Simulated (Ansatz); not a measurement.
Reaction (cleavage of the B–B bond): `CB(F)BCl` + H₂Se → `CB(F)[SeH]` + `BCl`

Calculated with Ansatz (gas phase, PBE0-D4/def2-TZVP geometries, no zero-point term in ΔE). CBS: MP2 limit from def2 TZ/QZ plus the TZ coupled-cluster correction, frozen cores. This one scheme is used for every species. DFT in def2-TZVPP. For Se outer-core shells are correlated without core-valence functions, which leaves a few kJ/mol of doubt a bond. Scalar relativity is left out up to krypton. One conformer a species, not always the lowest.

```tsv
level	ΔE (eV)
PBE-D4	-0.95
CAM-B3LYP-D4	-0.93
ωB97X-V	-0.94
revPBE	-0.93
```

(1) What does CCSD(T)/CBS give? (Best estimate.)

Largest T1 diagnostic among the species: 0.013.

## Answers

(1) The calculation gave: -1.00 eV. The listed levels differ from it by 0.05, 0.07, 0.06, 0.07 eV.

From BLYP to BHLYP (50 % exact exchange), in def2-TZVPP and without D4, ΔE moves by −0.03 eV. Leaving LDA and LC-ωPBE aside and taking each functional with its dispersion term where it has one, the values, not all of them listed here, spread over 0.09 eV, from PBE-QIDH to CAM-B3LYP-D4.
